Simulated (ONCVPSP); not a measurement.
## Which change was made? (Zr, ONCV)

| Property | Result |
| --- | --- |
| Element | zirconium |
| Generator | ONCVPSP 4.0.1 |
| Type | optimised norm-conserving Vanderbilt (ONCV) |
| Functional | PBEsol |
| Relativity | scalar-relativistic |
| Frozen core | [Ar] 3d10 |
| Valence charge | 12 |
| Reference configuration | 4s2 4p6 4d2 5s2 |
| Partial waves | 4s+5s: rc 1.90 bohr, ncon 4, nbas 8, qcut 5 1/bohr, 3 projectors, debl 1.5 Ha; 4p: rc 2.00 bohr, ncon 5, nbas 9, qcut 6.8 1/bohr, 3 projectors, debl 0.5 Ha; 4d: rc 2.40 bohr, ncon 5, nbas 9, qcut 6.8 1/bohr, 2 projectors, debl 1.2 Ha |
| Local potential | polynomial inside 1.20 bohr (lpopt 4, dvloc0 -1 Ha) |
| Core correction | Teter function, fcfact 5.75, rcfact 1.25 |

In the p channel the program set the typed energies aside and used -1.192, 0.250, 0.750 Ha.

Cutoffs, loose and tight: the cutoffs (Ha) at which the residual kinetic energy of the hardest occupied pseudo-wave falls to 1 and 0.1 mHa per electron. They do not see the model core or the augmentation charge, which bear on the density cutoff. Test errors are all-electron minus pseudo excitation energies from the reference, over the configurations 4s2 4p6 4d2 5s1; 4s2 4p6 4d2 5s0; 4s2 4p6 4d1 5s0; 4s2 4p6 4d2 5s0 5p2; variants that change the core or the reference have their own tests.

The base gives: outcome: generated, projector energies reset by the program; cutoff, loose: 14 Ha; cutoff, tight: 25 Ha; bound ghosts: none; GHOST(+) flags above zero: s; largest test error (meV): -8.7.

(1) After one change the result is: outcome: generated, projector energies reset by the program; cutoff, loose: 12 Ha; cutoff, tight: 25 Ha; bound ghosts: none; GHOST(+) flags above zero: s; largest test error (meV): -8.5. Which change was it?
A. d: rc 2.92
B. d: rc 3.4
C. d: rc 1.64

## Answers

(1) A. The others give: d: rc 3.4 → outcome: generated, projector energies reset by the program; cutoff, loose: 10 Ha; cutoff, tight: 25 Ha; bound ghosts: none; GHOST(+) flags above zero: s; largest test error (meV): +29 | d: rc 1.64 → outcome: generated, projector energies reset by the program; cutoff, loose: 16 Ha; cutoff, tight: 25 Ha; bound ghosts: none; GHOST(+) flags above zero: s; largest test error (meV): -8.7.
